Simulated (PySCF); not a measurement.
H13NSi6.
Numbering: `[SiH3:1][NH:2][SiH:3]1[SiH2:4][SiH2:5][SiH2:6][SiH2:7]1`

Structure used (PBE0-D3(BJ)/def2-SVP), in Å, numbered top down from 1:
```
atom  x, y, z in Å
Si1    2.3162    0.4377    1.1062
N2     2.0826    0.0075   -0.5625
Si3    0.6597    0.2120   -1.5661
Si4   -0.7971    1.8250   -0.6586
Si5   -1.9197    0.7181    1.0996
Si6   -1.3599   -1.5626    0.8339
Si7   -0.6831   -1.7208   -1.4141
H8     1.1363    1.2645    1.5035
H9     2.3906   -0.7531    2.0099
H10    3.5677    1.2318    1.3083
H11    2.8078   -0.5762   -0.9742
H12    1.0759    0.5367   -2.9673
H13   -1.7889    2.1297   -1.7410
H14   -0.1318    3.0969   -0.2377
H15   -3.3999    0.8975    0.9621
H16   -1.4974    1.2385    2.4373
H17   -0.1867   -1.8807    1.7103
H18   -2.4916   -2.4700    1.2000
H19    0.0509   -2.9921   -1.7103
H20   -1.8919   -1.6350   -2.2968
```

NICS = −σ at a ghost point: NICS(0) at the centroid of the ring atoms, NICS(1) 1 Å to either side along the normal of their mean plane, zz for the tensor component along that normal. Level: GIAO KT3/pcSseg-1 (PySCF, non-relativistic, gas phase) on the PBE0-D3(BJ)/def2-SVP geometry, one conformer.

Ring bond lengths (Å): Si3–Si4 2.355, Si4–Si5 2.361, Si5–Si6 2.363, Si6–Si7 2.353, Si7–Si3 2.358.

Task: Give the NICS values of each ring in ppm.

Result: 
```json
{"ring": "Si3–Si4–Si5–Si6–Si7", "type": "5-membered ring with 5 Si; formal bonds all single", "NICS(0)": "-2.1", "NICS(1), two faces": "-3.1 / -2.2", "NICS(1)zz, two faces": "0.8 / 0.0", "rms pucker (Å)": "0.34", "centre to ring atoms, mean (Å)": "1.96"}
```

Task: What can be read from them?

Result: 
- Si3–Si4–Si5–Si6–Si7: mean NICS(1)zz 0.4 ppm, near zero. Si3, Si4, Si5, Si6, Si7 have four or more neighbours, so the value isn't read as a sign of a π ring current.

Task: At the first NICS(1) probe listed for ring Si3–Si4–Si5–Si6–Si7, 1 Å off the ring, how large is the induced field along the normal in 9.4 T applied along it?

Result: NICSzz × B0 = 0.8 ppm × 9.4 T = 8 μT, along the applied field.

Task: How do the values depend on the level or the medium?

Result: 
| level | NICS(0), Si3–Si4–Si5–Si6–Si7 | mean NICS(1)zz, Si3–Si4–Si5–Si6–Si7 |
| --- | --- | --- |
| KT3/pcSseg-1, gas | -2.1 | 0.4 |
| PBE0/pcSseg-1, gas | -2.2 | 0.3 |
| PBE0/pcSseg-1, IEF-PCM acetone | -2.2 | 0.3 |
| PBE0/pcSseg-1, IEF-PCM chloroform | -2.2 | 0.3 |

The geometry is the same throughout; the continuum's cavity takes Bondi-type radii × 1.2.
